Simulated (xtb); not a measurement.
xtb input:

```bash
xtb mol.xyz --gfn 2 --sp --chrg 0 --uhf 0
```
mol.xyz:
```
12

Si    -0.39426611     0.01492235     0.04416143
O      0.96032213     0.07725825    -0.85511797
C      2.27826350    -0.09126056    -0.34809697
O     -1.65364082     0.06212538    -0.99833822
O     -0.59882630     1.25859181     1.08940615
O     -0.29108784    -1.34013254     0.95385181
H      2.36861266    -1.02915926     0.20389403
H      2.96327984    -0.10680920    -1.19522483
H      2.55019002     0.73727423     0.31113657
H     -1.55078203    -0.40369186    -1.83185775
H     -0.96328937     2.07254838     0.73277093
H     -0.85200409    -1.39425500     1.73118841
```

Question: Which total energy does the run end on?

Answer: -23.37651 Eh (GFN2-xTB).
